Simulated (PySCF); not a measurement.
PySCF 2.14 output of an unrestricted LDA calculation on a single atom or ion in aug-cc-pCVQZ-DK, with the spin-free X2C one-electron Hamiltonian (Gaussian nucleus):

```
SCF conv_tol = 1e-09
number electrons alpha = 2  beta = 1
    P. A. M. Dirac.,  Math. Proc. Cambridge Philos. Soc. 26, 376 (1930)
    F. Bloch.,  Z. Phys. 57, 545 (1929)
    S. H. Vosko, L. Wilk, and M. Nusair.,  Can. J. Phys. 58, 1200 (1980)
cycle= 1 E= -22.9451027922145  delta_E= -0.00324  |g|= 0.0235  |ddm|= 0.489
cycle= 2 E= -22.9451353222874  delta_E= -3.25e-05  |g|= 0.00318  |ddm|= 0.0594
cycle= 3 E= -22.9451360317497  delta_E= -7.09e-07  |g|= 3.81e-05  |ddm|= 0.00767
cycle= 4 E= -22.9451360319855  delta_E= -2.36e-10  |g|= 1.52e-06  |ddm|= 0.000253
converged SCF energy = -22.9451360319855  <S^2> = 0.75001879  2S+1 = 2.0000188
```

The run itself started from symmetry-adapted Hartree-Fock orbitals and held the occupation by maximum overlap, on a logarithmic radial grid, so the iterations belong to that start.

Which element, charge and spin multiplicity is this?

B²⁺ (boron, charge +2), multiplicity 2; the state was [He] 2p1, 2P determinant (an excited configuration).
